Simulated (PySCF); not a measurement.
Arsenic: a sound run and one with changed settings

Sound run: As²⁺ [Ar] 3d10 4s2 4p1, As³⁺ [Ar] 3d10 4s2. Calculation: PySCF 2.14, in cc-pVDZ-DK; the spin-free X2C one-electron Hamiltonian (Gaussian nucleus). In the sound run the correlated levels freeze [Ar] 3d10. The sound run starts from symmetry-adapted Hartree-Fock orbitals and uses a fine grid where one is needed.

Changed run: basis STO-3G, all-electron and non-relativistic. This setting is unsound on purpose.

```csv
species,method,sound run (hartree),changed run (hartree),converged
As²⁺,UHF,-2257.90965,-2208.37732,yes
As²⁺,TPSS,-2259.51716,-2209.50394,yes
As²⁺,r2SCAN,-2259.53362,-2209.61925,yes
As²⁺,MP2,-2257.94237,-2208.39291,yes
As²⁺,CCSD(T),-2257.95817,-2208.40405,yes
As³⁺,UHF,-2256.90048,-2207.37684,yes
As³⁺,TPSS,-2258.48242,-2208.47401,yes
As³⁺,r2SCAN,-2258.49208,-2208.58836,yes
As³⁺,MP2,-2256.92770,-2207.40090,yes
As³⁺,CCSD(T),-2256.94031,-2207.41664,yes
```

Ionisation energy of As²⁺:

| method | sound run (eV) | changed run (eV) |
| --- | --- | --- |
| UHF | 27.461 | 27.224 |
| TPSS | 28.157 | 28.026 |
| r2SCAN | 28.342 | 28.052 |
| MP2 | 27.611 | 26.994 |
| SCS-MP2 | 27.592 | 26.948 |
| CCSD | 27.687 | 26.869 |
| CCSD(T) | 27.697 | 26.869 |

A minimal basis cannot let orbitals breathe on ionisation and holds almost no correlation. The Hamiltonian changed with the basis, so the totals do not compare.

For comparison, NIST gives 28.349 ± 0.012 eV between the lowest levels.
